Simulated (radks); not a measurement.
The numbers below are computed, except where a source is named.
Question: The mean radii <r> (bohr) of the occupied orbitals of an atom or ion are listed with their occupations. Code: a radial shooting solver on a logarithmic mesh with Libxc functionals. Model: scalar-relativistic Kohn-Sham, PBEsol, spin-polarised, spherical densities, finite nucleus; Fermi nuclear charge, rms radius of each element as measured or else 0.836 A^(1/3) + 0.57 fm.

orbital  occ.      <r>
1s up       1  0.02184
1s down     1  0.02183
2s up       1  0.08925
2s down     1  0.08936
2p up       1  0.07786

Name the element and its charge. Open shells, if any, are filled with parallel spins first.

Answer: Z = 64, gadolinium, charge +59: Gd59+ in [He] 2s2 2p1. The 1s radius gives Z: for a bare nucleus <r> = (2 gamma + 1)/(2Z) with gamma = sqrt(1 - (Z/c)^2), 0.02163 bohr for Z = 64, and screening makes it slightly larger (0.02184 here). The occupations add up to 5, and the charge is Z minus that.
